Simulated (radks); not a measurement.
Results of a calculation; reference values are marked as such.
The holmium ion Ho56+, configuration [Ne] 3s1 (the NIST ground configuration).

Code: a radial shooting solver on a logarithmic mesh with Libxc functionals. Model: Dirac Kohn-Sham, PBE, spin-unpolarised, spherical densities, point nucleus.

Energy parts (hartree):
| part | energy |
|---|---|
| total | -9102.6017 |
| kinetic | 10250.8425 |
| electron-nucleus | -20006.7974 |
| Hartree | 778.3790 |
| exchange-correlation | -125.0257 |

Orbitals (lengths in bohr, moments of r in powers of bohr):
orbital,occ.,eigenvalue (hartree),<r>,<1/r>,<r^2>
1s1/2,2,-2202.383,0.02072,76.13,0.0005869
2s1/2,2,-495.7375,0.08609,18.58,0.008790
2p1/2,2,-481.7373,0.07158,18.50,0.006321
2p3/2,4,-449.0732,0.07842,16.15,0.007451
3s1/2,1,-204.6638,0.2064,7.607,0.04865

The highest occupied level is 3s1/2 at -5569.2 eV. For comparison, the ionisation energy in NIST's Atomic Spectra Database is 5611 eV (theoretical). In exact Kohn-Sham theory the highest level is minus the ionisation energy, but local and semilocal functionals leave it too shallow, through self-interaction and a potential that decays too fast; potentials with the right tail come closer.

Beside tabulated values, note that spin-unpolarised runs miss the spin-polarisation part of the exchange energy of open shells.
